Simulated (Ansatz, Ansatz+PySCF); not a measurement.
```xyz
3

O     0.0000    0.0000   -3.4800
C     0.0000    0.0000    0.0000
O     0.0000    0.0000    3.4800
```

Basis set: def2-SVP (spherical functions). Charge 0, multiplicity 1.

Computed with Ansatz (development build ahead of 0.2.0); each method stands on the lowest determinant of its kind that the runs found.

Problem. Give the atomization energy at this shape (free ground-state atoms in the same class of orbitals less the molecule, no zero-point energy) of singlet CO₂ by PBE0 (unrestricted), UHF.

Solution.

| method | atomization energy |
| --- | --- |
| PBE0 (unrestricted) | -7.76 kcal/mol |
| UHF | -14.50 kcal/mol |

Caution: the shape is not the minimum; the unrestricted determinant is a mixture of spin states. Caution for PBE0 (unrestricted): charge can spread falsely over distant fragments.
